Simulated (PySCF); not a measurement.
H3O, SMILES [OH3+], charge +1. Geometry optimised at PBE0-D3(BJ)/def2-TZVPD. The isomer is the one that the SMILES or the coordinates give; other isomers of the formula were not compared.

TDA-CAM-B3LYP/def2-TZVPD run with PySCF puts the lowest singlet excitations at 11.40, 13.73, 13.73, 16.14, 16.21, 16.21 eV and the lowest triplet (TDA) at 10.57 eV.

Question: What are the lowest singlet roots from PySCF with EOM-CCSD/aug-cc-pVDZ? (Estimate from the structure and the level; the computed values follow.)

Answer: 11.78, 14.29, 14.29, 16.85, 16.85, 16.93 eV; triplets 11.04, 13.73, 13.73 eV. S1 differs by 0.38 eV (second minus first; roots are paired by order, and the bases may differ).
